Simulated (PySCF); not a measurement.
**Basis-set dependence of population analyses: `N#C/C=C(\[SiH3])C=O`**

Species: C4H5NOSi.
Geometry (PBE0-D3(BJ)/def2-SVP, Å), atoms numbered from 1 in this order:
```
atom  x, y, z in Å
N1    -1.862    2.749    0.097
C2    -0.905    2.101   -0.009
C3     0.291    1.339   -0.140
C4     0.365   -0.008   -0.057
Si5   -1.060   -1.225    0.239
C6     1.711   -0.606   -0.215
O7     1.910   -1.793   -0.153
H8     1.201    1.928   -0.320
H9    -0.782   -1.991    1.486
H10   -1.145   -2.145   -0.929
H11   -2.318   -0.442    0.378
H12    2.547    0.118   -0.398
```

PBE0 throughout (PySCF), one geometry, spherical d and f functions. One conformer (not necessarily the lowest) at the PBE0-D3(BJ)/def2-SVP geometry, without solvent, vibrations or thermal averaging. The first 7 of 10 kinds of atom are listed.

Mulliken charges (e):

```csv
basis,functions,N1,C2,C3,C4,Si5,C6,O7
STO-3G,44,-0.178,+0.067,-0.083,-0.154,+0.555,+0.087,-0.173
6-31G,77,-0.261,+0.067,-0.094,-0.270,+0.573,+0.213,-0.372
pcSseg-0,77,-0.314,+0.037,-0.005,-0.586,+0.589,+0.283,-0.436
6-31G*,112,-0.338,+0.226,-0.184,-0.157,+0.357,+0.217,-0.363
cc-pVDZ,127,-0.112,-0.022,+0.029,-0.217,+0.270,+0.219,-0.185
def2-SVP,127,+0.009,-0.070,-0.074,-0.274,+0.411,+0.204,-0.193
aug-cc-pVDZ,210,-0.208,-0.666,+1.437,-0.028,-0.764,+0.863,-0.555
"6-311+G(2d,p)",227,-0.241,-0.307,+0.029,+0.477,+0.332,-0.089,-0.359
def2-TZVP,253,+0.013,-0.225,-0.036,+0.003,+0.159,+0.071,-0.251
cc-pVTZ,284,-0.061,-0.040,-0.082,-0.132,+0.205,+0.124,-0.230
IGLO-III,304,-0.273,+0.068,+0.010,-0.166,+0.738,+0.229,-0.375
pcSseg-2,329,-0.124,+0.016,+0.047,-0.233,+0.590,+0.309,-0.354
```

IAO charges (e):

```tsv
basis	functions	N1	C2	C3	C4	Si5	C6	O7
STO-3G	44	-0.141	+0.066	-0.146	-0.257	+0.642	+0.075	-0.165
6-31G	77	-0.194	+0.124	-0.134	-0.234	+0.444	+0.211	-0.342
pcSseg-0	77	-0.192	+0.124	-0.131	-0.252	+0.435	+0.215	-0.332
6-31G*	112	-0.200	+0.133	-0.132	-0.268	+0.575	+0.256	-0.362
cc-pVDZ	127	-0.194	+0.127	-0.138	-0.263	+0.564	+0.252	-0.356
def2-SVP	127	-0.192	+0.127	-0.132	-0.267	+0.582	+0.253	-0.356
aug-cc-pVDZ	210	-0.207	+0.137	-0.141	-0.261	+0.566	+0.259	-0.373
6-311+G(2d,p)	227	-0.208	+0.139	-0.141	-0.271	+0.598	+0.260	-0.374
def2-TZVP	253	-0.207	+0.138	-0.139	-0.274	+0.607	+0.262	-0.374
cc-pVTZ	284	-0.205	+0.137	-0.140	-0.271	+0.592	+0.260	-0.371
IGLO-III	304	-0.208	+0.138	-0.141	-0.273	+0.606	+0.260	-0.375
pcSseg-2	329	-0.208	+0.139	-0.139	-0.274	+0.604	+0.261	-0.374
```

Hirshfeld charges (e):

| basis | functions | N1 | C2 | C3 | C4 | Si5 | C6 | O7 |
| --- | --- | --- | --- | --- | --- | --- | --- | --- |
| STO-3G | 44 | -0.159 | +0.035 | +0.003 | -0.069 | +0.372 | +0.093 | -0.127 |
| 6-31G | 77 | -0.178 | +0.076 | +0.011 | -0.071 | +0.284 | +0.128 | -0.197 |
| pcSseg-0 | 77 | -0.174 | +0.072 | +0.007 | -0.071 | +0.302 | +0.122 | -0.188 |
| 6-31G* | 112 | -0.188 | +0.082 | +0.012 | -0.067 | +0.291 | +0.131 | -0.198 |
| cc-pVDZ | 127 | -0.177 | +0.076 | +0.004 | -0.070 | +0.306 | +0.122 | -0.183 |
| def2-SVP | 127 | -0.182 | +0.083 | +0.003 | -0.069 | +0.313 | +0.126 | -0.192 |
| aug-cc-pVDZ | 210 | -0.187 | +0.081 | -0.001 | -0.078 | +0.319 | +0.120 | -0.200 |
| 6-311+G(2d,p) | 227 | -0.189 | +0.080 | 0.000 | -0.080 | +0.325 | +0.121 | -0.202 |
| def2-TZVP | 253 | -0.188 | +0.083 | +0.002 | -0.075 | +0.316 | +0.122 | -0.199 |
| cc-pVTZ | 284 | -0.187 | +0.083 | +0.002 | -0.073 | +0.311 | +0.122 | -0.195 |
| IGLO-III | 304 | -0.190 | +0.080 | -0.002 | -0.074 | +0.318 | +0.119 | -0.202 |
| pcSseg-2 | 329 | -0.188 | +0.085 | 0.000 | -0.076 | +0.320 | +0.121 | -0.201 |

ESP-fitted charges (e):

| basis | functions | N1 | C2 | C3 | C4 | Si5 | C6 | O7 |
| --- | --- | --- | --- | --- | --- | --- | --- | --- |
| STO-3G | 44 | -0.422 | +0.519 | -0.516 | +0.117 | +0.248 | +0.282 | -0.274 |
| 6-31G | 77 | -0.494 | +0.628 | -0.529 | -0.024 | +0.301 | +0.514 | -0.465 |
| pcSseg-0 | 77 | -0.506 | +0.635 | -0.502 | -0.138 | +0.379 | +0.563 | -0.481 |
| 6-31G* | 112 | -0.435 | +0.497 | -0.417 | +0.015 | +0.240 | +0.382 | -0.387 |
| cc-pVDZ | 127 | -0.411 | +0.460 | -0.392 | +0.018 | +0.182 | +0.366 | -0.369 |
| def2-SVP | 127 | -0.432 | +0.496 | -0.405 | -0.011 | +0.238 | +0.414 | -0.397 |
| aug-cc-pVDZ | 210 | -0.457 | +0.529 | -0.453 | +0.055 | +0.203 | +0.383 | -0.406 |
| 6-311+G(2d,p) | 227 | -0.448 | +0.504 | -0.437 | +0.066 | +0.199 | +0.356 | -0.400 |
| def2-TZVP | 253 | -0.446 | +0.501 | -0.426 | +0.058 | +0.204 | +0.362 | -0.396 |
| cc-pVTZ | 284 | -0.437 | +0.489 | -0.411 | +0.045 | +0.213 | +0.354 | -0.386 |
| IGLO-III | 304 | -0.448 | +0.499 | -0.417 | +0.054 | +0.207 | +0.362 | -0.399 |
| pcSseg-2 | 329 | -0.456 | +0.522 | -0.446 | +0.050 | +0.235 | +0.383 | -0.412 |

Problem. Which scheme is steadiest as the basis changes?

Solution. Largest range over the bases for any column: Hirshfeld 0.09 e, IAO 0.21 e, ESP-fitted 0.28 e, Mulliken 1.62 e. Hirshfeld charges move least and Mulliken charges most, counted in e. Without the minimal STO-3G basis the ranges are Hirshfeld 0.04, IAO 0.17, ESP-fitted 0.21, Mulliken 1.62 e.

Problem. How much do the charges still move between the two largest bases, IGLO-III and pcSseg-2?

Solution. At most, over all atoms: Mulliken 0.149 e, IAO 0.002 e, Hirshfeld 0.005 e, ESP-fitted 0.029 e.

Problem. What do the same runs give for the total energy, the frontier levels and the dipole moment?

Solution. 
| basis | energy (Eh) | HOMO (eV) | LUMO (eV) | μ (D) |
| --- | --- | --- | --- | --- |
| STO-3G | -567.4040 | -5.05 | 0.01 | 1.71 |
| 6-31G | -574.2469 | -8.14 | -3.02 | 1.91 |
| pcSseg-0 | -573.3814 | -8.36 | -3.31 | 2.01 |
| 6-31G* | -574.3666 | -8.08 | -2.99 | 1.91 |
| cc-pVDZ | -574.4086 | -8.10 | -3.04 | 1.83 |
| def2-SVP | -574.0878 | -8.21 | -3.16 | 1.85 |
| aug-cc-pVDZ | -574.4249 | -8.29 | -3.26 | 1.87 |
| 6-311+G(2d,p) | -574.4806 | -8.34 | -3.30 | 1.86 |
| def2-TZVP | -574.5060 | -8.30 | -3.27 | 1.89 |
| cc-pVTZ | -574.4979 | -8.27 | -3.22 | 1.89 |
| IGLO-III | -574.5098 | -8.32 | -3.29 | 1.87 |
| pcSseg-2 | -574.5102 | -8.33 | -3.30 | 1.85 |

The dipole is fixed by the density alone, so its range of 0.30 D shows that the density itself changes with the basis, not only its division among atoms.
